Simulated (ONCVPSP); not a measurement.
## Reading a pseudo-wave (oxygen)

Columns: radius, all-electron u(r) and pseudo u(r) of the 2s shell (level -31.34 eV) of oxygen in the configuration [He] 2s2 2p3.5; PBE, non-relativistic, ONCV scheme, ONCVPSP 4.0.1.

| r (bohr) | all-electron | pseudo |
| --- | --- | --- |
| 0.105 | -0.4291 | 0.1248 |
| 0.210 | -0.2202 | 0.2628 |
| 0.315 | 0.1321 | 0.4071 |
| 0.420 | 0.4544 | 0.5485 |
| 0.525 | 0.6975 | 0.6912 |
| 0.630 | 0.8570 | 0.8296 |
| 0.735 | 0.9443 | 0.9322 |
| 0.840 | 0.9757 | 0.9745 |
| 0.945 | 0.9669 | 0.9669 |
| 1.050 | 0.9307 | 0.9307 |
| 1.155 | 0.8774 | 0.8774 |
| 1.260 | 0.8142 | 0.8142 |
| 1.365 | 0.7465 | 0.7465 |
| 1.470 | 0.6781 | 0.6781 |
| 1.575 | 0.6112 | 0.6112 |
| 1.680 | 0.5476 | 0.5476 |
| 1.785 | 0.4882 | 0.4882 |
| 1.890 | 0.4334 | 0.4334 |
| 1.995 | 0.3834 | 0.3834 |
| 2.100 | 0.3382 | 0.3382 |
| 2.205 | 0.2976 | 0.2976 |
| 2.310 | 0.2613 | 0.2613 |
| 2.415 | 0.2290 | 0.2290 |
| 2.520 | 0.2004 | 0.2004 |
| 2.625 | 0.1751 | 0.1751 |
| 2.730 | 0.1528 | 0.1528 |

(1) How many radial nodes do the two functions have?

(2) At about which radius was the pseudo-wave matched?

(3) Is the pseudo-wave norm-conserving?

Results:

(1) The all-electron 2s function has n − l − 1 = 1; the pseudo-wave has 0, since the states of the same l below it are removed with the core.

(2) 0.95 bohr, where the columns begin to agree (steps of 0.10 bohr).

(3) Yes: the ONCV scheme keeps the norm inside the radius equal to the all-electron one, which fixes the energy derivative of the logarithmic derivative at the level.
